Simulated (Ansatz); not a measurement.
Basis-set series for `C[B-](Cl)(Cl)[OH+][SiH3]`. Total charge 0; spin multiplicity 1. The structure was optimised at the PBE0-D4/def2-TZVP level. It is one conformer, not always the lowest.

```xyz
13

C     1.713   -1.013   -0.526
B     0.263   -0.437   -0.748
Cl    0.193    1.176   -1.646
Cl   -0.961   -1.651   -1.391
O    -0.343   -0.009    0.693
Si   -1.422    1.330    0.877
H     2.148   -1.303   -1.485
H     1.704   -1.909    0.104
H     2.375   -0.274   -0.068
H    -0.576   -0.799    1.197
H    -2.463    1.318   -0.162
H    -2.007    1.007    2.203
H    -0.624    2.564    0.951
```

```json
{"functional": "PBE0-D4", "basis": "def2-TZVPP", "functions": "317", "energy (Eh)": "-1351.92962", "HOMO (eV)": "-8.10", "LUMO (eV)": "-0.83"}
{"functional": "PBE0-D4", "basis": "def2-QZVPP", "functions": "591", "energy (Eh)": "-1351.97453", "HOMO (eV)": "-8.14", "LUMO (eV)": "-0.97"}
{"functional": "ωB97M-V", "basis": "def2-TZVPP", "functions": "317", "energy (Eh)": "-1352.38362", "HOMO (eV)": "-10.38", "LUMO (eV)": "0.84"}
{"functional": "ωB97M-V", "basis": "def2-QZVPP", "functions": "591", "energy (Eh)": "-1352.42593", "HOMO (eV)": "-10.42", "LUMO (eV)": "0.51"}
```

**Question.** Give the rows for def2-SVP. (Best estimate.)

**Answer.** Ansatz gave: 
```json
{"functional": "PBE0-D4", "basis": "def2-SVP", "functions": "131", "energy (Eh)": "-1351.35064", "HOMO (eV)": "-7.86", "LUMO (eV)": "-0.44"}
{"functional": "ωB97M-V", "basis": "def2-SVP", "functions": "131", "energy (Eh)": "-1351.80130", "HOMO (eV)": "-10.08", "LUMO (eV)": "1.45"}
```

Positive LUMOs are unbound and depend on the basis.
